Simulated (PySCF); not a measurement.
This PySCF input asks for the NMR shieldings of SMILES C=C[SiH2][Si]([SiH3])([SiH3])[SiH2]O, C₂H₁₄OSi₅; the geometry comes from GFN2-xTB.

```python
import basis_set_exchange as bse
import numpy as np
from pyscf import gto, dft
from pyscf.prop import nmr

atoms = """
C     1.831073   -1.679127   -2.363403
C     1.411396   -1.958000   -1.139790
Si    1.605961   -0.812089    0.342063
Si   -0.272083    0.613883    0.412165
Si   -0.251474    1.980493   -1.488975
Si   -0.189929    1.924104    2.356408
Si   -2.207001   -0.683100    0.435336
O    -1.891661   -1.515076    1.805434
H     2.363531   -0.766511   -2.580231
H     1.675664   -2.339768   -3.203778
H     0.878860   -2.888692   -0.981907
H     1.788672   -1.675183    1.518533
H     2.870794   -0.077906    0.175837
H    -1.342572    2.957968   -1.523450
H    -0.341598    1.238123   -2.748544
H     0.985234    2.760428   -1.567214
H    -0.109816    1.139890    3.590710
H    -1.368262    2.786135    2.501401
H     0.969287    2.822750    2.372846
H    -2.420172   -1.642101   -0.658151
H    -3.501131   -0.002476    0.587989
H    -2.495182   -2.164357    2.155871
"""
names = dict.fromkeys(["C", "Si", "O", "H"], "pcSseg-1")
basis = {el: gto.basis.parse(bse.get_basis(n, elements=[el], fmt="nwchem")) for el, n in names.items()}
mol = gto.M(atom=atoms, basis=basis, charge=0, verbose=0)
mf = dft.RKS(mol, xc="PBE0")
mf.grids.level = 2
mf.grids.alignment = dft.numint.BLKSIZE   # the property module wants whole blocks of grid points
mf.conv_tol = 1e-9
mf.kernel()

calc = nmr.RKS(mf)   # GIAO
C = mf.mo_coeff
Co = C[:, mf.mo_occ > 0]
resp = mf.gen_response(singlet=True, hermi=2)
def vind(x):   # induced exchange potential for any number of trial vectors
    d = np.einsum("pi,xij,qj->xpq", C, 2 * x.reshape(-1, C.shape[1], Co.shape[1]), Co, optimize=True)
    return np.einsum("xpq,pi,qj->xij", resp(d - d.transpose(0, 2, 1)), C, Co, optimize=True).ravel()
mo1, _ = nmr.rhf.solve_mo1(calc, with_cphf=vind)
sigma = calc.kernel(mo1)
for i, s in enumerate(sigma):   # ppm
    print("%2d %-2s %9.2f" % (i, mol.atom_pure_symbol(i), np.trace(s) / 3))
```

Problem. What are the results?

Solution. 
```
 0 C      42.68
 1 C      47.95
 2 Si    415.87
 3 Si    499.29
 4 Si    466.61
 5 Si    458.86
 6 Si    364.32
 7 O     330.40
 8 H      25.59
 9 H      25.20
10 H      25.14
11 H      27.03
12 H      27.26
13 H      28.31
14 H      28.28
15 H      28.26
16 H      27.89
17 H      27.99
18 H      28.07
19 H      26.05
20 H      26.05
21 H      31.21
```

These numbers come from an equivalent density-fitted implementation of the same equations, which agrees with the script to about 0.01 ppm for H and up to a few tenths of a ppm for heavy atoms, so last digits may differ.

Problem. Turn these shieldings into chemical shifts. Shifts are taken against calculated references (same method and geometry level): ¹³C (186.93 ppm), ²⁹Si (349.16 ppm), ¹H (31.72 ppm) vs TMS; H2O for ¹⁷O (336.08 ppm).

Solution. Averaging equivalent atoms: C 0: 144.2; C 1: 139.0; Si 6: -15.2; Si 2: -66.7; Si 4/5: -113.6; Si 3: -150.1; O 7: 5.7; H 10: 6.58; H 9: 6.51; H 8: 6.13; H 19/20: 5.66; H 11/12: 4.57; H 13/14/15/16/17/18: 3.58; H 21: 0.51 ppm. Experimental scales use liquid or dissolved standards, which lie at an offset from isolated H2O (liquid H2O: subtract about 36 ppm).

Size and cost of the density-fitted run: 241 basis functions, 3 min wall time (2.6 min CPU) on 1 thread of an Intel Xeon, shared host; peak memory 1.1 GiB.
